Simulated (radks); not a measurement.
Problem. Spherical quantum dot in the effective-mass picture: electrons in a parabolic well V = omega^2 r^2 / 2 with omega = 0.272, all in effective atomic units (hartree* = m*/eps^2 hartree, bohr* = eps/m* bohr), one dielectric constant everywhere. Calculated with a radial shooting solver with Libxc functionals: non-relativistic Kohn-Sham, LDA (Slater exchange, Perdew-Wang correlation), spin-polarised, spherical densities. Levels are named by radial order and angular momentum (1s, 1p, 1d, 2s, ...), and open shells are averaged over m. Results are scaled to m* = 0.374 and eps = 8.7, for which hartree* = 134.5 meV and bohr* = 1.231 nm. At N = 34 the configuration is 1s2 1p6 1d10 2s2 1f14. Does electron 35 go into 1g up or 2p up?

Solution. Into 2p up. The total energies of the other choices lie higher by 7.83 meV (1g up).
